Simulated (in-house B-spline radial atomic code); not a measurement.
Neutral potassium is squeezed into an impenetrable sphere of radius R (the orbitals vanish at R). No spin polarisation. Level of theory: non-relativistic LDA VWN5, spherical fractional occupations, point nucleus; calculated with an all-electron radial atomic-structure program (B-spline basis).

Energies in eV above the free atom in [Ar] 4s1:

| R (bohr) | highest level (eV) | [Ar] 4s1 | [Ar] 4f1 | [Ne] 3s2 3p5 4s1 4d1 | -dE/dV in [Ar] 4s1 (GPa) |
| --- | --- | --- | --- | --- | --- |
| 9.04 | -1.92 | 0.2481 | 7.595 | 25.5 | 0.188 |
| 6.31 | 0.206 | 1.804 | 13.62 | 31.52 | 2.96 |
| 4.71 | 5.79 | 6.735 | 23.15 | 45.18 | 24.1 |
| 4.49 | 7.41 | 8.288 | 25.38 | 48.87 | 34.1 |
| 3.7 | 17.6 | 19.23 | 37.92 | 71.3 | 143 |
| 3.02 | 38.9 | 47.03 | 63.12 | 118 | 648 |
| 2.74 | 55.5 | 72.14 | 84.01 | 155.7 | 1320 |
| 2.09 | 139 | 228.7 | 209.7 | 364.1 | 8860 |
| 1.8 | 221 | 416.5 | 360.2 | 594.5 | 24000 |
| 1.24 | 648 | 1637 | 1356 | 1982 | 255000 |

Task: Does [Ar] 4f1 fall below [Ar] 4s1 under compression?

Result: Yes, between R = 2.74 and 2.09 bohr the order changes (near 2.49 bohr by linear interpolation).

Task: Does [Ne] 3s2 3p5 4s1 4d1 fall below [Ar] 4s1 under compression?

Result: No, it stays above over the whole range.

The highest level is first positive in the row R = 6.31 bohr, pushed up by confinement above the zero of the free ion's potential. Each configuration is held fixed and needn't be the lowest in the sphere.
